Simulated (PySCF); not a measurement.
B(F)(Br)(vinyl) (C2H3BBrF), SMILES C=CB(F)Br. Coordinates come from a PBE0-D3(BJ)/def2-SVP optimisation. This is a generated structure with no PubChem entry under its InChIKey; it may be hypothetical. The values are those of a single conformer.

Calculation: PBE0-D3(BJ)/def2-SVP (PySCF 2.14.0).

Harmonic wavenumbers (cm⁻¹): 106, 173, 322, 387, 436, 538, 678, 963, 1027, 1040, 1128, 1267, 1359, 1438, 1705, 3153, 3172, 3256. Rotational constants (GHz): 4.333, 2.290, 1.498; symmetry number 1.

Work out the zero-point energy and the ideal-gas rigid-rotor harmonic-oscillator thermochemistry at 298.15 K and 1 atm.

ZPE = ½ Σ hcν = ½ × 22147 cm⁻¹ = 132.47 kJ/mol. H − E(el) = 149.73 kJ/mol. Entropy in J/(mol K): translation 170.08, rotation 114.94, vibration 42.67, total 327.70. G − E(el) = 52.03 kJ/mol. Cp = 84.12 J/(mol K). Modes under 150 cm⁻¹ make the vibrational entropy uncertain.
